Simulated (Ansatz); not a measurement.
Mulliken charges of F$_{3}$H$_{2}$Si$_{2}$ (`F[SiH][SiH](F)F`) radical from B3LYP/def2-TZVPP in Ansatz (PBE0-D4/def2-TZVP geometry).

| atom | x (Å) | y (Å) | z (Å) | charge (e) |
| --- | --- | --- | --- | --- |
| F1 | -2.258 | 0.532 | 0.684 | -0.307 |
| Si2 | -0.724 | 0.396 | 1.146 | 0.344 |
| Si3 | 0.569 | -0.476 | -0.610 | 0.707 |
| F4 | 2.074 | -0.477 | -0.090 | -0.307 |
| F5 | 0.136 | -1.986 | -0.854 | -0.304 |
| H6 | -0.275 | 1.741 | 1.604 | -0.056 |
| H7 | 0.540 | 0.202 | -1.926 | -0.078 |

By hand: the dipole of these point charges (1 e Å = 4.8032 D).

Σ q r = (0.142, 0.273, 0.101) e Å, of length 0.324 e Å = 1.56 D.

How does the dipole of the full density compare? (Best estimate.)

The calculation gave: (0.034, 0.230, 0.050) e Å, 1.14 D; the point charges give 1.37 times that, at 19° from its direction.

Point charges leave out the atoms' own dipoles, such as those of lone pairs, and Mulliken's split depends on the basis, so the two needn't agree.

B3LYP here is the variant with VWN-RPA as its local correlation; programs differ in this.
